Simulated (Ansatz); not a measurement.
Two isomers of CH9NOSi2: A = `OC([SiH3])N[SiH3]`, B = `C[Si](N)(O)[SiH3]`.

Isolated molecules relaxed with PBE0-D4/def2-TZVP in Ansatz; ΔE leaves out vibrations. CBS: MP2 limit from def2 TZ/QZ plus the TZ coupled-cluster correction, frozen cores. Functionals use def2-TZVPP. B3LYP here is the variant with VWN-RPA as its local correlation; programs differ in this. One conformer a species, not always the lowest.

**Question.** Which is lower in electronic energy at CCSD(T)/CBS, and by how much? (Estimate.)

**Answer.** Computed: B, by 65.1 kcal/mol.

**Question.** Give E(B) − E(A) in kcal/mol with B3LYP-D4, B2PLYP, ωB97M-V, PBE-D4, CCSD(T)/def2-TZVPP, CCSD/def2-TZVPP, r2SCAN-D4. (Best estimate.)

**Answer.** Computed: B3LYP-D4 -63.1, B2PLYP -63.8, ωB97M-V -63.3, PBE-D4 -63.5, CCSD(T)/def2-TZVPP -63.6, CCSD/def2-TZVPP -63.7, r2SCAN-D4 -66.0. None reverses the order clearly.

Largest T1 diagnostic: 0.012.

In def2-TZVPP, CCSD(T) changes the Hartree–Fock value by −1.5 kcal/mol (the triples alone add +0.2 kcal/mol) and MP2 by −3.0 kcal/mol. From PBE to PBE0 (25 % exact exchange), in def2-TZVPP and without D4, E(B) − E(A) moves by −1.1 kcal/mol.
